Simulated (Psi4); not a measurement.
C₂H₇BrO₂Sn (SMILES C[O][SnH]([Br])[O]C), singlet, at a GFN2-xTB geometry (such geometries of metal compounds can be far from the true shape) (core potentials on Sn); PBE/def2-TZVPPD in Psi4.

Input for Psi4:
```
memory 2 GB

molecule {
0 1
  Sn    0.17239917   -0.55642010    0.26800833
  Br   -0.41790848    1.83965229    0.19919491
  O     1.68421214   -0.85344516   -0.98800329
  C     3.03927083   -0.84477206   -0.63692098
  O    -1.37442724   -1.47140798   -0.58247180
  C    -2.71046593   -1.06215594   -0.46845076
  H     0.55268432   -1.05182301    1.91941927
  H     3.56901723   -1.24928136   -1.50062687
  H     3.40142504    0.16603752   -0.43715820
  H     3.25689945   -1.47623305    0.22747239
  H    -3.13971587   -1.34606657    0.49434164
  H    -2.84068801    0.01356632   -0.61477701
  H    -3.24389251   -1.58263207   -1.26487819
}

set basis def2-tzvppd

energy('pbe')
print_variables()
```

What the program printed (banner, timings and long lists left out):

```
   => Loading Basis Set <=

    Name: DEF2-TZVPPD
    Role: ORBITAL
    Keyword: BASIS

    !!!  WARNING: ECP capability is in beta. Please check occupations closely.  !!!

         ---------------------------------------------------------
                                   SCF
               by Justin Turney, Rob Parrish, Andy Simmonett
                          and Daniel G. A. Smith
                              RKS Reference
         ---------------------------------------------------------

  ==> Geometry <==

    Molecular point group: c1
    Full point group: C1

    Geometry (in Angstrom), charge = 0, multiplicity = 1:

       Center              X                  Y                   Z               Mass
    ------------   -----------------  -----------------  -----------------  -----------------
         SN           0.179429725238    -0.601557226924     0.236368253063   119.902201630000
         BR          -0.410877924762     1.794515163076     0.167554833063    78.918337600000
         O            1.691242695238    -0.898582286924    -1.019643366937    15.994914619570
         C            3.046301385238    -0.889909186924    -0.668561056937    12.000000000000
         O           -1.367396684762    -1.516545106924    -0.614111876937    15.994914619570
         C           -2.703435374762    -1.107293066924    -0.500090836937    12.000000000000
         H            0.559714875238    -1.096960136924     1.887779193063     1.007825032230
         H            3.576047785238    -1.294418486924    -1.532266946937     1.007825032230
         H            3.408455595238     0.120900393076    -0.468798276937     1.007825032230
         H            3.263930005238    -1.521370176924     0.195832313063     1.007825032230
         H           -3.132685314762    -1.391203696924     0.462701563063     1.007825032230
         H           -2.833657454762    -0.031570806924    -0.646417086937     1.007825032230
         H           -3.236861954762    -1.627769196924    -1.296518266937     1.007825032230

  Running in c1 symmetry.

  Rotational constants: A =      0.04827  B =      0.03535  C =      0.02260 [cm^-1]
  Rotational constants: A =   1447.15973  B =   1059.89647  C =    677.66738 [MHz]
  Nuclear repulsion =  607.800361066396363

  Charge       = 0
  Multiplicity = 1
  Electrons    = 92
  Nalpha       = 46
  Nbeta        = 46

  ==> Algorithm <==

  SCF Algorithm Type is DF.
  DIIS enabled.
  MOM disabled.
  Fractional occupation disabled.
  Guess Type is SAD.
  Energy threshold   = 1.00e-06
  Density threshold  = 1.00e-06
  Integral threshold = 1.00e-12

  ==> Primary Basis <==

  Basis Set: DEF2-TZVPPD
    Blend: DEF2-TZVPPD
    Number of shells: 140
    Number of basis functions: 386
    Number of Cartesian functions: 435
    Spherical Harmonics?: true
    Max angular momentum: 3

  Core potential: DEF2-TZVPPD
    Number of shells: 4
    Number of ECP primitives: 18
    Number of ECP core electrons: 28
    Max angular momentum: 3

  ==> DFT Potential <==

   => LibXC <=

    Version 7.1.2
    S. Lehtola, C. Steigemann, M. J. T. Oliveira, and M. A. L. Marques,  SoftwareX 7, 1–5 (2018) (10.1016/j.softx.2017.11.002)

   => Composite Functional: PBE <=

    PBE GGA Exchange-Correlation Functional

    J.P. Perdew et. al., Phys. Rev. Lett., 77(18), 3865-3868, 1996

    Deriv               =              1
    GGA                 =           TRUE
    Meta                =          FALSE

    Exchange Hybrid     =          FALSE
    MP2 Hybrid          =          FALSE

   => Exchange Functionals <=

    1.0000     XC_GGA_X_PBE

   => Correlation Functionals <=

    1.0000     XC_GGA_C_PBE

   => LibXC Density Thresholds  <==

    XC_GGA_C_PBE:  1.00E-12
    XC_GGA_X_PBE:  1.00E-15

   => Molecular Quadrature <=

    Radial Scheme          =       TREUTLER
    Pruning Scheme         =           NONE
    Nuclear Scheme         =       TREUTLER

    Blocking Scheme        =         OCTREE
[...]
    Algorithm:                 Core
    Schwarz Cutoff:           1E-12
    Mask sparsity (%):      11.9426
    Fitting Condition:        1E-10

   => Auxiliary Basis Set <=

  Basis Set: (DEF2-TZVPPD AUX)
    Blend: DEF2-UNIVERSAL-JKFIT
    Number of shells: 248
    Number of basis functions: 914
    Number of Cartesian functions: 1184
    Spherical Harmonics?: true
    Max angular momentum: 5

  Minimum eigenvalue in the overlap matrix is 2.9218450306E-05.
  Reciprocal condition number of the overlap matrix is 2.6214906748E-06.
    Using symmetric orthogonalization.

  ==> Pre-Iterations <==

  SCF Guess: Superposition of Atomic Densities via on-the-fly atomic UHF (no occupation information).

   -------------------------
    Irrep   Nso     Nmo
   -------------------------
     A        386     386
   -------------------------
    Total     386     386
   -------------------------

  ==> Iterations <==

                           Total Energy        Delta E     RMS |[F,P]|

   @DF-RKS iter SAD: -3015.88932711286816   -3.01589e+03   0.00000e+00
   @DF-RKS iter   1: -3017.45461507052096   -1.56529e+00   5.52746e-03 DIIS/ADIIS
   @DF-RKS iter   2: -3000.98698663011146    1.64676e+01   1.20996e-02 DIIS/ADIIS
   @DF-RKS iter   3: -3016.27229901796863   -1.52853e+01   5.92981e-03 DIIS/ADIIS
   @DF-RKS iter   4: -3018.69623135749453   -2.42393e+00   1.15101e-03 DIIS/ADIIS
   @DF-RKS iter   5: -3018.49805149885242    1.98180e-01   1.91963e-03 DIIS/ADIIS
   @DF-RKS iter   6: -3018.80363502903811   -3.05584e-01   2.90449e-04 DIIS/ADIIS
   @DF-RKS iter   7: -3018.80782998584982   -4.19496e-03   1.89357e-04 DIIS/ADIIS
   @DF-RKS iter   8: -3018.80913934944510   -1.30936e-03   1.14241e-04 DIIS/ADIIS
   @DF-RKS iter   9: -3018.80990221840329   -7.62869e-04   1.16832e-05 DIIS
   @DF-RKS iter  10: -3018.80991096494381   -8.74654e-06   2.78764e-06 DIIS
   @DF-RKS iter  11: -3018.80991145019289   -4.85249e-07   7.83247e-07 DIIS
  Energy and wave function converged.

  ==> Post-Iterations <==

   Electrons on quadrature grid:
      Ntotal   =   91.9999984859 ; deviation = -1.514e-06

    Orbital Energies [Eh]
    ---------------------

    Doubly Occupied:

[...]
      46A     -0.237011

    Virtual:

[...]
     386A    113.618361

    Final Occupation by Irrep:
              A
    DOCC [    46 ]
    NA   [    46 ]
    NB   [    46 ]

  @DF-RKS Final Energy: -3018.80991145019289

   => Energetics <=

    Nuclear Repulsion Energy =            607.8003610663963627
    One-Electron Energy =               -5484.8485446024387784
    Two-Electron Energy =                1997.6367921674068384
    DFT Exchange-Correlation Energy =    -139.3985200815574785
    Empirical Dispersion Energy =           0.0000000000000000
    VV10 Nonlocal Energy =                  0.0000000000000000
    Total Energy =                      -3018.8099114501928852

Computation Completed

Properties will be evaluated at   0.000000,   0.000000,   0.000000 [a0]

Properties computed using the SCF density matrix

 Multipole Moments:

 ------------------------------------------------------------------------------------
     Multipole            Electronic (a.u.)      Nuclear  (a.u.)        Total (a.u.)
 ------------------------------------------------------------------------------------

 L = 1.  Multiply by 2.5417464519 to convert [e a0] to [Debye]
 Dipole X            :          8.1064578           -7.8997463            0.2067115
 Dipole Y            :        -21.9035047           21.5941781           -0.3093266
 Dipole Z            :         20.3517423          -19.6817245            0.6700178
 Magnitude           :                                                    0.7663787

 ------------------------------------------------------------------------------------

  Variable Map:
  ----------------------------------------------------------------------------
[...]
  Array Variable Map:
  ----------------------------------------------------------------------------
[...]
[...]
```
